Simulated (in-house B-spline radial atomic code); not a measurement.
How numerical settings move a run on Tc3+, [Kr] 4d4. Computed with a B-spline radial code for spherical atoms: Dirac-Kohn-Sham PBE0, spherical fractional occupations, Fermi nucleus of rms radius 4.41117 fm.

Command:
```bash
python run_scf.py task.json out
```
Settings of the sound reference run:
```
Z                43
electrons        40
configuration    [Kr] 4d4
hamiltonian      dirac
method           pbe0
spin_polarised   False
nucleus          fermi
rms_radius       4.41117
mass_number      97
atomic_mass      96.90636
speed_of_light   137.036
knot_spacing     0.22
spline_order     8
gauss_points     12
box_radius       16.22
max_iterations   70
damping          0.5
damped_steps     3
diis_vectors     10
tolerance        1e-08
start            Thomas-Fermi
```

Cost of the run: 1.9 s on 1 thread of Arm Neoverse N1, on a shared host.

It converges in 9 iterations to -4284.168058 hartree, with 4d5/2 at -34.7732 eV. The other runs change the listed settings, some to values that make no sense; their results aren't properties of the atom or ion. Radii are in bohr (the nuclear one in fm), a minus after a letter asks for a j subshell, and «unchanged» means within 1e-8 hartree. The run stops when the residual is below 10 × tolerance × max(1, Z/10), or a noise floor if that is larger, and the energy moves by less than 1e-8 × √|E| hartree; so very loose and very tight tolerances often act alike.

```tsv
changed settings	outcome
box_radius = 2.43	converged in 8 iterations, energy +1.47e+00 hartree from the reference, 4d5/2 level +1.5e+01 eV (the program warns: 4d5/2 reaches the box edge; 3d3/2 reaches the box edge)
tolerance = 1e-13	converged in 10 iterations, energy unchanged, 4d5/2 level -2.2e-05 eV
box_radius = 4.87	converged in 9 iterations, energy +3.96e-03 hartree from the reference, 4d5/2 level +1.4e-01 eV (the program warns: 4d5/2 reaches the box edge; 4s1/2 reaches the box edge)
box_radius = 8.11	converged in 9 iterations, energy +7.97e-07 hartree from the reference, 4d5/2 level +6.4e-05 eV (the program warns: 4d5/2 reaches the box edge; 4d3/2 reaches the box edge)
box_radius = 0.65	converged in 7 iterations, energy +6.79e+02 hartree from the reference, 4d5/2 level +1.6e+03 eV (the program warns: 4d5/2 has a positive eigenvalue: unbound, held by the box; 3s1/2 has a positive eigenvalue: unbound, held by the box)
gauss_points = 4	converged in 9 iterations, energy +7.70e-07 hartree from the reference, 4d5/2 level -1.1e-06 eV
box_radius = 3.24	converged in 9 iterations, energy +1.90e-01 hartree from the reference, 4d5/2 level +3.2e+00 eV (the program warns: 4d5/2 reaches the box edge; 4s1/2 reaches the box edge)
gauss_points = 5	converged in 9 iterations, energy -1.50e-08 hartree from the reference
tolerance = 1e-06	converged in 8 iterations, energy unchanged, 4d5/2 level -7.7e-04 eV
knot_spacing = 2, max_iterations = 60, start = bare nucleus	converged in 9 iterations, energy +2.64e+02 hartree from the reference, 4d5/2 level -9.9e+00 eV (the program warns: 4d5/2 reaches the box edge; 1s1/2 reaches the box edge)
gauss_points = 5, box_radius = 8.11, first_knot = 2.33e-06, max_iterations = 50, damped_steps = 30	converged in 17 iterations, energy +9.43e-07 hartree from the reference, 4d5/2 level +5.0e-05 eV (the program warns: 4d5/2 reaches the box edge; 4d3/2 reaches the box edge)
gauss_points = 3	converged in 9 iterations, energy +1.89e-04 hartree from the reference, 4d5/2 level +3.1e-05 eV
box_radius = 0.97, first_knot = 0.00698, max_iterations = 12, damped_steps = 1	converged in 6 iterations, energy +1.58e+02 hartree from the reference, 4d5/2 level +4.9e+02 eV (the program warns: 4d5/2 has a positive eigenvalue: unbound, held by the box; 4s1/2 has a positive eigenvalue: unbound, held by the box)
electrons = 43, configuration = [Kr] 4d4 5s3, max_iterations = 50	stopped with error: shell 5s holds at most 2 electrons
```

Task: What happens with gauss_points = 16, max_iterations = 75, damped_steps = 30, tolerance = 0.001?

Result: Converged in 10 iterations, energy +1.23e-07 hartree from the reference, 4d5/2 level +1.4e-03 eV.

Task: What happens with electrons = 47, configuration = [Kr] 4d11, max_iterations = 60?

Result: Stopped with error: shell 4d holds at most 10 electrons.

Task: What happens with box_radius = 0.97?

Result: Converged in 8 iterations, energy +1.57e+02 hartree from the reference, 4d5/2 level +4.9e+02 eV (the program warns: 4d5/2 has a positive eigenvalue: unbound, held by the box; 4s1/2 has a positive eigenvalue: unbound, held by the box).

Task: What happens with gauss_points = 16?

Result: Converged in 9 iterations, energy unchanged.
